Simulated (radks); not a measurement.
Species: Ar2+. Configuration: [Ne] 3s2 3p4.

Calculated with a radial shooting solver on a logarithmic mesh with Libxc functionals: Dirac Kohn-Sham, BLYP, spin-unpolarised, spherical densities, point nucleus; open shells are shared between the two j in proportion to 2j + 1; speed of light set to 411.108 atomic units (3 times the physical value, a model run).

Energy parts (hartree):
total: -526.12561
kinetic: 526.00486
electron-nucleus: -1235.98545
Hartree: 213.89434
exchange-correlation: -30.03936

Orbitals (lengths in bohr, moments of r in powers of bohr):
orbital,occ.,eigenvalue (hartree),<r>,small-component weight
1s1/2,2,-115.4133,0.08615,4.56e-04
2s1/2,2,-11.93903,0.4160,7.31e-05
2p1/2,2,-9.56074,0.3767,7.08e-05
2p3/2,4,-9.55165,0.3770,7.08e-05
3s1/2,2,-1.84189,1.333,1.37e-05
3p1/2,1.33333,-1.29700,1.469,1.13e-05
3p3/2,2.66667,-1.29608,1.470,1.13e-05

The highest occupied level is 3p3/2 at -35.268 eV. The density falls to 0.001 e/bohr^3 at r = 3.20 bohr.
